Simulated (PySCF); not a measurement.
**Correlation energy of Sc- (scandium, charge -1)**

[Ar] 3d2 4s2, high-spin 3F determinant. Computed with PySCF 2.14 in dyall-av2z (16s12p7d2f, 101 functions), with no relativity, point nucleus. Frozen: [Ar]; 4 electrons correlated; the 25 highest virtual orbitals of each spin left out.

MP2 pair energies summed by pair of shells (mhartree):

```tsv
pair	energy	share (%)
3d-4s	-10.51	39.7
4s-4s	-10.17	38.4
3d-3d	-5.83	22.0
```

Total MP2 correlation energy: -26.51 mhartree.

Same-spin part -11.61 and opposite-spin part -14.90 mhartree; SCS-MP2 scales them by 1/3 and 6/5 to -21.75 mhartree.

The Hartree-Fock reference does not bind the outermost electron (its level is positive or very diffuse), so these energies belong to a reference that the basis holds together.
